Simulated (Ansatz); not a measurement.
Basis-set extrapolation for C3H3BS (`BC=C=C=S`) (PBE0-D4/def2-TZVP geometry, frozen core, Ansatz 0.2.0). Multiplicity 1, RHF reference.

|  | def2-TZVPP | def2-QZVPP |
| --- | --- | --- |
| HF | -537.514878 | -537.531565 |
| MP2 correlation | -0.718115 | -0.767446 |
| CCSD(T) correlation | -0.795288 | not run |

Energies in hartree. Use E(X) = E(∞) + A·exp(−7.88·√X) for Hartree–Fock and E(X) = E(∞) + B·X^(−2.97) for correlation, with X = 3 and 4, and add CCSD(T) minus MP2 of the smaller set to the MP2 limit.

What is the CCSD(T) energy at the basis-set limit?

HF limit: -537.531565 + (-0.016687) × 0.13774 = -537.53386. MP2 limit: -0.767446 + (-0.049331) × 0.74074 = -0.80399. Higher-order term: -0.795288 − (-0.718115) = -0.07717. Total: -538.41502 hartree, 275.3 kJ/mol below CCSD(T)/def2-TZVPP.
